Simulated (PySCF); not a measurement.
How methods differ on the fine-structure interval of Pd⁺

Pd⁺ [Kr] 4d9 [4d3/2^4 4d5/2^5, M_J = 5/2] → Pd⁺ [Kr] 4d9 [4d3/2^3 4d5/2^6, M_J = 3/2], as a difference of total energies. Computed with PySCF 2.14 in x2c-TZVPall-2c, with the two-component X2C-1e Hamiltonian. Correlated levels: [Ar] 3d10 frozen; the 6 highest virtual spinors dropped. "Screened" scales the spin-orbit matrix elements by Boettger's factors to mimic the two-electron term; Breit and QED terms are absent.

```csv
method,fine-structure interval (cm⁻¹)
GHF (screened spin-orbit),3619.5
GMP2 (screened spin-orbit),3952.1
GHF (bare spin-orbit),4712.2
```

Errors of the correlated levels include the incompleteness of this basis and the frozen core.

For comparison: 3539.2 cm⁻¹ (measured; NIST Handbook of Basic Atomic Spectroscopic Data (Sansonetti and Martin, J. Phys. Chem. Ref. Data 34, 1559 (2005))).
